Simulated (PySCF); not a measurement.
Some computed properties have been withheld. Give your best values.

Compound: C5H16OSi2.
Cartesian coordinates in Å at the GFN2-xTB level; atoms count from 1:
```xyz
24
C5H16OSi2 angstrom
C     -1.5292   -0.8458   -1.7050
C     -1.3195   -0.6912   -0.2025
C     -2.6225   -0.9833    0.5416
C     -0.8087    0.7099    0.1431
Si     0.9284    1.1192   -0.5258
C      1.7036    2.5210    0.4922
O      1.8689   -0.2066   -0.4168
Si     2.7490   -1.3827    0.2603
H     -1.9058   -1.8398   -1.9379
H     -0.5923   -0.6989   -2.2356
H     -2.2497   -0.1133   -2.0646
H     -0.5654   -1.4193    0.1164
H     -2.9741   -1.9890    0.3198
H     -2.4803   -0.9009    1.6172
H     -3.3949   -0.2767    0.2425
H     -0.8006    0.8109    1.2318
H     -1.5273    1.4458   -0.2236
H      0.9557    1.4192   -1.9614
H      1.8007    2.2468    1.5394
H      2.6967    2.7592    0.1238
H      1.1079    3.4266    0.4408
H      3.0837   -2.2716   -0.8489
H      1.9353   -2.0512    1.2780
H      3.9289   -0.7687    0.8684
```

| property | level | value |
| --- | --- | --- |
| point group of the GFN2-xTB geometry | GFN2-xTB | ? |
| rotational constants A, B, C of the GFN2-xTB geometry | GFN2-xTB | ? |
| dipole moment | PBE0/pcSseg-1 | ? |
| HOMO energy | PBE0/pcSseg-1 | ? |
| LUMO energy | PBE0/pcSseg-1 | 0.36 eV |
| 13C chemical shifts (computed TMS as zero) by class | GIAO PBE0/pcSseg-1 | ? |
| 1H chemical shifts (computed TMS as zero) by class | GIAO PBE0/pcSseg-1 | 5.27 (H18), 5.17 (H22/H23/H24), 1.87 (H12), 1.07 (H9/H10/H11), 1.06 (H13/H14/H15), 0.93 (H16), 0.20 (H17), 0.17 (H19/H20/H21) ppm |
| isotropic shieldings of nuclei other than C and H, by class | GIAO PBE0/pcSseg-1 | ? |

Electronic properties: PySCF, gas phase, density fitting. NMR classes are plain means over equivalent atoms (diastereotopic ones count apart unless rotation or inversion swaps them), as if these changed places fast; in this geometry the members of some classes differ.

Question: Give the isotropic shieldings of nuclei other than C and H, by class.

Answer: 318 (O7), 356 (Si5), 394 (Si8) ppm.

Question: The dipole moment?

Answer: 0.83 D.

Question: What is the point group of the GFN2-xTB geometry?

Answer: C1.

Question: What is the HOMO energy?

Answer: -7.84 eV.

Question: What are the 13C chemical shifts (computed TMS as zero) by class?

Answer: 30.8 (C4), 29.8 (C3), 28.4 (C2), 25.3 (C1), 0.4 (C6) ppm.

Question: Give the rotational constants A, B, C of the GFN2-xTB geometry.

Answer: 1.595, 0.859, 0.667 GHz.

The dipole equals about 2.8 × 10⁻³⁰ C·m (1 D = 3.33564 × 10⁻³⁰ C·m). The rotational constants make it an asymmetric top with κ = (2B − A − C)/(A − C) = -0.59, nearer the prolate limit (−1). With B = h/(8π²I), that is 505.379 GHz u Å² over I, the principal moments of inertia are 316.9, 588.3 and 758.2 u Å² (most abundant isotopes).

One conformer stands for the species.
